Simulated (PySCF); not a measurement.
An excited-state job on `BC#CC#CC(F)F`.

Method: TDDFT PBE0/def2-SVPD, vertical, gas phase, core orbitals frozen in the response (PySCF 2.14.0, density-fitted response routines). Geometry: GFN2-xTB. A driver script takes a list of jobs; this job's settings line and coordinates (Å) are shown.

Command:
```bash
OMP_NUM_THREADS=1 python probes_run.py task.json out
```

Input:
```
{"job": {"kind": "uv", "xc": "PBE0", "basis": "def2-SVPD", "nstates": 8, "ntriplets": 3}, "charge": 0, "multiplicity": 1}
B      2.978336    -0.150284     2.186828
C      1.782400    -0.125011     1.300234
C      0.803165    -0.107320     0.573124
C     -0.284097    -0.087676    -0.228841
C     -1.247837    -0.097325    -0.960196
C     -2.419798    -0.075408    -1.810159
F     -3.566551    -0.125191    -1.082323
F     -2.486719     1.066080    -2.544957
H      2.929196    -0.740065     3.194956
H      3.947793     0.413811     1.857794
H     -2.430463    -0.929019    -2.512423
```

Output:
```
coarse grid: 10552 points
cycle   1  E = -415.8157987915  dE =  1.184e+00  |g| = 6.831e-01  |ddm| = 2.671e+01
cycle   2  E = -415.6744322427  dE =  1.414e-01  |g| = 1.083e+00  |ddm| = 5.512e+00
cycle   3  E = -415.8918525793  dE = -2.174e-01  |g| = 2.269e-01  |ddm| = 2.027e+00
cycle   4  E = -415.9053748664  dE = -1.352e-02  |g| = 7.846e-02  |ddm| = 8.133e-01
cycle   5  E = -415.9070751268  dE = -1.700e-03  |g| = 1.818e-02  |ddm| = 3.049e-01
cycle   6  E = -415.9071474951  dE = -7.237e-05  |g| = 3.027e-03  |ddm| = 1.069e-01
cycle   7  E = -415.9071494955  dE = -2.000e-06  |g| = 1.117e-03  |ddm| = 2.346e-02
final grid: 106576 points
cycle   8  E = -415.9710880721  dE = -2.985e-05  |g| = 6.465e-03  |ddm| = 2.443e-01
cycle   9  E = -415.9710765558  dE =  1.152e-05  |g| = 1.015e-02  |ddm| = 1.013e-01
cycle  10  E = -415.9710958851  dE = -1.933e-05  |g| = 2.080e-03  |ddm| = 2.384e-02
cycle  11  E = -415.9710969744  dE = -1.089e-06  |g| = 5.848e-04  |ddm| = 1.159e-02
cycle  12  E = -415.9710970520  dE = -7.760e-08  |g| = 7.237e-05  |ddm| = 3.227e-03
cycle  13  E = -415.9710970532  dE = -1.203e-09  |g| = 2.913e-05  |ddm| = 6.526e-04
cycle  14  E = -415.9710970533  dE = -5.139e-11  |g| = 3.014e-05  |ddm| = 2.145e-04
converged SCF energy = -415.9710970533

Static polarisability (au): isotropic 89.925, principal 47.571 52.146 170.057

Singlet excitations
state   eV       nm        f      main configurations
  1   3.0998    400.0   0.00001   H->L 0.99
  2   4.2073    294.7   0.06229   H-1->L 0.69, H->L+1 0.30
  3   5.0406    246.0   0.00007   H-1->L+1 0.97
  4   5.5403    223.8   0.00004   H-2->L 0.84, H->L+2 0.12
  5   6.2313    199.0   1.35401   H->L+1 0.48, H-1->L 0.25, H-1->L+2 0.20
  6   6.2949    197.0   0.00197   H->L+2 0.77, H-2->L 0.11, H-5->L 0.10
  7   6.4537    192.1   0.00002   H-5->L 0.85
  8   6.5735    188.6   0.00156   H-3->L 0.73, H-4->L 0.10, H-2->L+1 0.10

Triplet excitations (Tamm-Dancoff, eV): 2.8122 3.0098 3.7749
```

The SCF starts on a coarse grid where the log names one; the energy can jump when the final grid takes over, and dE then counts from the start density on the new grid. H and L stand for HOMO and LUMO; the number after each pair is its weight.

**Question.** How does the lowest singlet excitation compare with the HOMO–LUMO gap?

**Answer.** HOMO -7.94 eV and LUMO -3.21 eV give a gap of 4.73 eV; S1 at 3.10 eV lies 1.63 eV below it.

In short: HOMO -7.94 eV, LUMO -3.21 eV; lowest singlet 3.10 eV; lowest triplet 2.81 eV (Tamm–Dancoff); mean polarisability 89.9 au.

**Question.** How long does this job take on Arm Neoverse N1, one thread, no GPU, on a shared host? And the peak memory of the process?

**Answer.** About 56 s (density and orbital grids were written too), with 0.72 GiB resident at the peak, the Python interpreter and its libraries included.
Labels such as C1 count atoms from 1, the log's own numbers from 0.
